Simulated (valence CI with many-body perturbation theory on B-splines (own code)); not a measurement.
# Br XXIX: calculated level list

Level of theory: valence CI with perturbative core correlation (CI+MBPT): five valence electrons over a frozen Dirac-Fock core [He], radial functions for each j: 9 s, 9 p, 8 d, 6 f, 3 g, 1 h, with the one-electron correlation potential Σ1 (screened to all orders), the two-electron term Σ2, the three-electron term Σ3, Breit, model QED; selected single and double excitations, second order for the rest (own B-spline code, finite nucleus).

No measured spectrum was set against this ion. As an estimate, large intervals hold to a few tenths of a per cent, small ones and those within an open d or f shell to about a per cent. Among the levels kept, up to 1500 cm⁻¹ of a level comes from second order outside the variational space, and about a tenth of that is noise between levels of different J, which matters for small intervals.

Levels 1 to 45 of 86, with energies above the lowest level, (2s^2 2p1/2^2 2p3/2) J=3/2. "Leading %" is the weight of the configuration and term that name the level; weights of strongly mixed levels are sums over their largest components and can fall short. In the jj column 3d3/2^4 stands for four electrons in 3d with j = 3/2.

```csv
No.,Configuration,Term,J,E (eV),Leading %,Second component,g,Leading jj
1,2s2 2p3,4S°,3/2,0.0,50,33 % 2s2 2p3 2P°,1.577,2s^2 2p1/2^2 2p3/2 (91 %)
2,2s2 2p3,2D°,3/2,42.0,55,39 % 2s2 2p3 4S°,1.297,2s^2 2p1/2 2p3/2^2 (92 %)
3,2s2 2p3,2D°,5/2,54.1,100,,1.193,2s^2 2p1/2 2p3/2^2 (100 %)
4,2s2 2p3,2P°,1/2,70.1,99,,0.656,2s^2 2p1/2 2p3/2^2 (99 %)
5,2s2 2p3,2P°,3/2,110.2,60,29 % 2s2 2p3 2D°,1.241,2s^2 2p3/2^3 (96 %)
6,2s 2p4,4P,5/2,161.9,89,11 % 2s 2p4 2D,1.551,2s 2p1/2^2 2p3/2^2 (92 %)
7,2s 2p4,4P,3/2,190.8,77,14 % 2s 2p4 2D,1.559,2s 2p1/2^2 2p3/2^2 (54 %)
8,2s 2p4,4P,1/2,192.7,71,28 % 2s 2p4 2S,2.459,2s 2p1/2^2 2p3/2^2 (74 %)
9,2s 2p4,2D,3/2,226.8,62,22 % 2s 2p4 4P,1.086,2s 2p1/2 2p3/2^3 (65 %)
10,2s 2p4,2D,5/2,239.6,89,11 % 2s 2p4 4P,1.236,2s 2p1/2 2p3/2^3 (92 %)
11,2s 2p4,2P,1/2,258.7,43,37 % 2s 2p4 2S,1.551,2s 2p1/2 2p3/2^3 (63 %)
12,2s 2p4,2P,3/2,269.0,75,24 % 2s 2p4 2D,1.202,2s 2p1/2 2p3/2^3 (89 %)
13,2s 2p4,2P,1/2,315.3,56,35 % 2s 2p4 2S,1.306,2s 2p3/2^4 (80 %)
14,2p5,2P°,3/2,403.2,98,,1.327,2p1/2^2 2p3/2^3 (98 %)
15,2p5,2P°,1/2,453.7,99,,0.656,2p1/2 2p3/2^4 (99 %)
16,2s2 2p2 3s,4P,1/2,1765.8,59,20 % 2s2 2p2 3s 2P,2.120,2s^2 2p1/2^2 3s (96 %)
17,2s2 2p2 3p,4D°,1/2,1802.7,46,32 % 2s2 2p2 3p 2P°,0.675,2s^2 2p1/2^2 3p1/2 (95 %)
18,2s2 2p2 3s,4P,3/2,1806.7,90,8 % 2s2 2p2 3s 2P,1.689,2s^2 2p1/2 2p3/2 3s (98 %)
19,2s2 2p2 3s,2P,1/2,1811.3,71,28 % 2s2 2p2 3s 4P,1.222,2s^2 2p1/2 2p3/2 3s (98 %)
20,2s2 2p2 3s,4P,5/2,1816.7,52,46 % 2s2 2p2 3s 2D,1.407,2s^2 2p1/2 2p3/2 3s (94 %)
21,2s2 2p2 3s,2D,3/2,1820.5,52,45 % 2s2 2p2 3s 2P,1.051,2s^2 2p1/2 2p3/2 3s (97 %)
22,2s2 2p2 3p,4D°,3/2,1821.3,34,25 % 2s2 2p2 3p 4P°,1.344,2s^2 2p1/2^2 3p3/2 (91 %)
23,2s2 2p2 3p,4P°,1/2,1843.4,36,31 % 2s2 2p2 3p 2S°,1.610,2s^2 2p1/2 2p3/2 3p1/2 (96 %)
24,2s2 2p2 3p,4D°,3/2,1847.5,50,27 % 2s2 2p2 3p 2D°,1.164,2s^2 2p1/2 2p3/2 3p1/2 (95 %)
25,2s2 2p2 3p,4D°,5/2,1854.5,33,30 % 2s2 2p2 3p 2F°,1.174,2s^2 2p1/2 2p3/2 3p1/2 (91 %)
26,2s2 2p2 3p,4D°,5/2,1859.2,44,37 % 2s2 2p2 3p 4P°,1.429,2s^2 2p1/2 2p3/2 3p3/2 (95 %)
27,2s2 2p2 3p,4P°,1/2,1861.4,46,25 % 2s2 2p2 3p 2P°,1.889,2s^2 2p1/2 2p3/2 3p3/2 (94 %)
28,2s2 2p2 3d,4F,3/2,1861.6,44,19 % 2s2 2p2 3d 2D,0.757,2s^2 2p1/2^2 3d3/2 (95 %)
29,2s2 2p2 3p,2D°,3/2,1864.2,49,24 % 2s2 2p2 3p 4S°,1.281,2s^2 2p1/2 2p3/2 3p3/2 (81 %)
30,2s2 2p2 3s,2D,5/2,1866.4,52,45 % 2s2 2p2 3s 4P,1.381,2s^2 2p3/2^2 3s (93 %)
31,2s2 2p2 3p,2P°,3/2,1868.0,32,26 % 2s2 2p2 3p 4P°,1.521,2s^2 2p1/2 2p3/2 3p1/2 (66 %)
32,2s2 2p2 3p,4D°,7/2,1869.2,54,44 % 2s2 2p2 3p 2F°,1.295,2s^2 2p1/2 2p3/2 3p3/2 (94 %)
33,2s2 2p2 3s,2D,3/2,1870.0,46,45 % 2s2 2p2 3s 2P,1.106,2s^2 2p3/2^2 3s (96 %)
34,2s2 2p2 3d,4F,5/2,1870.0,25,25 % 2s2 2p2 3d 4D,1.198,2s^2 2p1/2^2 3d5/2 (92 %)
35,2s2 2p2 3p,2P°,3/2,1874.1,53,21 % 2s2 2p2 3p 2D°,1.265,2s^2 2p1/2 2p3/2 3p3/2 (82 %)
36,2s2 2p2 3p,2D°,5/2,1879.1,38,32 % 2s2 2p2 3p 2F°,1.181,2s^2 2p1/2 2p3/2 3p3/2 (86 %)
37,2s2 2p2 3p,2P°,1/2,1886.6,78,11 % 2s2 2p2 3p 2S°,0.748,2s^2 2p1/2 2p3/2 3p3/2 (88 %)
38,2s2 2p2 3s,2S,1/2,1891.0,76,12 % 2s2 2p2 3s 4P,1.979,2s^2 2p3/2^2 3s (94 %)
39,2s 2p3 3s,6S°,5/2,1899.4,78,17 % 2s 2p3 3s 4P°,1.888,2s 2p1/2^2 2p3/2 3s (63 %)
40,2s2 2p2 3d,4F,3/2,1903.3,40,35 % 2s2 2p2 3d 2P,0.955,2s^2 2p1/2 2p3/2 3d3/2 (94 %)
41,2s2 2p2 3d,4F,5/2,1904.7,54,36 % 2s2 2p2 3d 2F,0.998,2s^2 2p1/2 2p3/2 3d3/2 (92 %)
42,2s2 2p2 3d,4D,1/2,1905.2,80,14 % 2s2 2p2 3d 2P,0.206,2s^2 2p1/2 2p3/2 3d3/2 (98 %)
43,2s2 2p2 3d,4F,7/2,1906.2,60,32 % 2s2 2p2 3d 4D,1.285,2s^2 2p1/2 2p3/2 3d5/2 (94 %)
44,2s2 2p2 3p,2P°,3/2,1909.8,25,22 % 2s2 2p2 3p 2D°,1.405,2s^2 2p3/2^2 3p1/2 (76 %)
45,2s2 2p2 3d,2F,7/2,1912.1,41,21 % 2s2 2p2 3d 4D,1.161,2s^2 2p1/2 2p3/2 3d3/2 (74 %)
```

The ionisation energy to 2s2 2p2 3P_0 of the next ion comes out as 3168 eV (NIST: 3169 ± 24 eV (semi-empirical)). All 86 levels together are meant to be complete up to 1989.2 eV.
